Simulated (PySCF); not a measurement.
CH7FN2Si, SMILES CN[Si@@H](F)N. Coordinates come from a r2SCAN-D4/def2-SVP optimisation. The structure was generated by enumeration; whether it is a known compound was not checked. The values are those of a single conformer.

Computed equilibrium geometry at r2SCAN-D4/def2-SVP (PySCF confirms it by a frequency run) as Cartesian coordinates in Å (one conformer of several):
```xyz
12

C      2.1856     0.0239     0.9562
N      1.0555    -0.5190     0.2296
Si    -0.4971     0.1770     0.0842
N     -1.5918    -1.0834    -0.3021
F     -0.7035     1.2330    -1.1464
H      1.8354     0.7947     1.6608
H      2.7003    -0.7496     1.5537
H      2.9396     0.5000     0.3011
H      1.2925    -1.2679    -0.4162
H     -0.6979     0.9999     1.3090
H     -2.4590    -0.8752    -0.7860
H     -1.6803    -1.9041     0.2867
```
